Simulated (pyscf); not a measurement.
# H₂N–Ta(=O)(OH)–OH, singlet

Gas-phase minimum from PySCF at ωB97X-D3(BJ)/def2-SVP, one conformer. 

```xyz
9

N     -1.1508    -1.0752    -1.7476
Ta    -0.1331     0.3081    -0.7559
O      1.2722     0.5714    -1.7133
O      0.3314    -0.3258     0.9923
O     -1.1723     1.9104    -0.5937
H     -0.8599    -1.5003    -2.6236
H     -2.0449    -1.4626    -1.4545
H      1.1352    -0.6094     1.4347
H     -1.1487     2.7925    -0.9730
```
Charge 0, spin multiplicity 1.

Bonded distances (Å): N1–Ta2 1.983, N1–H6 1.016, N1–H7 1.018, Ta2–O3 1.721, Ta2–O4 1.917, Ta2–O5 1.917, O4–H8 0.960, O5–H9 0.960. Bond angles (°): Ta2–N1–H6 125.2, Ta2–N1–H7 124.9, H6–N1–H7 109.9, N1–Ta2–O3 104.3, N1–Ta2–O4 110.5, N1–Ta2–O5 110.3, O3–Ta2–O4 111.1, O3–Ta2–O5 111.2, O4–Ta2–O5 109.3, Ta2–O4–H8 136.1, Ta2–O5–H9 136.1.

Properties at ωB97X-D3(BJ)/def2-SVP:

```
Quantity                                                                                                                                                                                                                           Result
---------------------------------------------------------------------------------------------------------------------  ------------------------------------------------------------------------------------------------------------------
Harmonic wavenumbers, unscaled                                                                                         180, 180, 185, 193, 220, 329, 347, 353, 459, 460, 490, 596, 690, 722, 722, 1024, 1527, 3596, 3691, 3974, 3977 cm⁻¹
Zero-point energy                                                                                                                                                                                                           34.2 kcal/mol
Rotational symmetry number                                                                                                                                                                                                              1
Entropy of this conformer at 298 K and 1 atm, rigid rotor and harmonic oscillator, modes under 100 cm⁻¹ raised to 100                                                                                                     366.5 J/(mol K)
Dipole moment                                                                                                                                                                                                                      1.71 D
```

Single-point totals, which compare only within one level:

```tsv
level	total energy (hartree)
ωB97X-D3(BJ)/def2-TZVP	-340.29139
PBE/def2-TZVP	-339.95283
r²SCAN/def2-TZVP	-340.11103
B3LYP-D3(BJ)/def2-TZVP	-340.24784
PBE0-D3(BJ)/def2-TZVP	-339.89833
M06-2X/def2-TZVP	-339.99043
ωB97M-D3(BJ)/def2-TZVP	-340.23079
```

Soft torsions are taken as harmonic, which can shift the entropy by several J/(mol K). Elements past Kr carry the def2 core potentials, without spin-orbit coupling.
